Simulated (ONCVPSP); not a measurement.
Mo: ONCV pseudisation with PBE, fully relativistic reference atom.

ONCVPSP 4.0.1 input, shortened (lines: element, Z, core and valence counts, functional; n l f; lmax; l rc ep ncon nbas qcut; lloc lpopt rc5 dvloc0; l nproj debl; icmod fcfact rcfact), PBE, fully relativistic:

```
  Mo 42.00    6    4        4      upf
    1    0    2.00
    2    0    2.00
    2    1    6.00
    3    0    2.00
    3    1    6.00
    3    2   10.00
    4    0    2.00
    4    1    6.00
    4    2    5.00
    5    0    0.75
    2
    0    1.40    0.00    4    8    6.80
    1    2.05    0.00    3    7    6.30
    2    2.15    0.00    4    9    8.30
    4    4    1.20    0.00
    0    3    2.40
    1    1    2.10
    2    2    3.80
    1    0.55    0.00
```

Open shells are filled in proportion to 2j + 1.

(1) Estimate the cutoffs (Ha) at which the residual kinetic energy of the hardest occupied pseudo-wave falls to 1 and 0.1 mHa per electron.

(2) What does a ghost test show?

(3) Tests: 4s2 4p6 4d5 5s1; 4s2 4p6 4d5 5s0; 4s2 4p6 4d4 5s0; 4s2 4p6 4d5.5 5s0.5. Which has the largest error in its energy relative to the reference configuration, and how large is it?

Answers

(1) 21 Ha and 66 Ha.

(2) No bound ghost flagged; GHOST(+) flagged for s at 458.1 eV.

(3) 4s2 4p6 4d4 5s0, with +1.1 meV (all-electron minus pseudo) on +21.16 eV.
